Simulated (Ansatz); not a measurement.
The cluster Mg₂Se₂. The state is a singlet with charge 0. Geometry r2SCAN-D4/def2-SVP.

```xyz
4

Mg   -0.316    1.290    0.289
Mg    0.316   -1.290   -0.289
Se   -1.339   -0.646    1.417
Se    1.339    0.646   -1.417
```

The structure comes from a short search, and lower isomers may exist.

Question: Estimate the orbital energies around the gap (eV) in Ansatz with PBE-D4/def2-TZVPD, revPBE-D4/def2-TZVP, BLYP-D4/def2-TZVP, r2SCANh-D4/def2-TZVP, PBE0-D4/def2-TZVP.

Answer: 
| orbital | PBE-D4/def2-TZVPD | revPBE-D4/def2-TZVP | BLYP-D4/def2-TZVP | r2SCANh-D4/def2-TZVP | PBE0-D4/def2-TZVP |
| --- | --- | --- | --- | --- | --- |
| HOMO−9 | -47.68 | -47.60 | -47.76 | -50.73 | -51.87 |
| HOMO−8 | -47.67 | -47.59 | -47.76 | -50.72 | -51.86 |
| HOMO−7 | -15.44 | -15.32 | -15.30 | -16.67 | -17.33 |
| HOMO−6 | -15.16 | -15.03 | -15.03 | -16.36 | -17.01 |
| HOMO−5 | -7.45 | -7.33 | -7.22 | -8.01 | -8.53 |
| HOMO−4 | -6.75 | -6.64 | -6.57 | -7.25 | -7.70 |
| HOMO−3 | -5.98 | -5.88 | -5.76 | -6.51 | -6.89 |
| HOMO−2 | -5.62 | -5.52 | -5.43 | -6.16 | -6.58 |
| HOMO−1 | -5.58 | -5.49 | -5.36 | -6.13 | -6.54 |
| HOMO | -5.02 | -4.93 | -4.81 | -5.55 | -5.97 |
| LUMO | -3.37 | -3.24 | -3.34 | -2.85 | -2.73 |
| LUMO+1 | -2.63 | -2.50 | -2.58 | -2.03 | -1.94 |
| LUMO+2 | -0.85 | -0.67 | -0.67 | -0.21 | -0.15 |
| LUMO+3 | -0.84 | -0.66 | -0.64 | -0.21 | -0.12 |
| LUMO+4 | -0.37 | 0.05 | 0.06 | 0.54 | 0.61 |
| LUMO+5 | -0.13 | 0.19 | 0.22 | 0.69 | 0.77 |
